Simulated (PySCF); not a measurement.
Computed shifts of a molecule C2H7GaO, HF/pcSseg-1 (PySCF), GIAO, gas phase, equivalent atoms averaged, in ppm (number of nuclei): ¹H: 5.12 (1), 4.79 (1), 4.09 (2), 1.62 (3). ¹³C: 61.3 (1), 25.1 (1). References: ¹H against TMS (σ = 31.99 ppm); ¹⁷O against H2O (σ = 333.0 ppm); ¹³C against TMS (σ = 192.6 ppm), references at their B3LYP-D3(BJ)/def2-TZVP geometries, non-relativistic. The structure is a stationary point at TPSSh-D3(BJ)/def2-SVP. One conformer was computed; it need not be the lowest.

**Question.** Which structure fits?
A) C[O][GaH][CH3]
B) CC[O][GaH2]
C) [CH3][Ga]([CH3])[OH]

**Answer.** B, CC[O][GaH2]
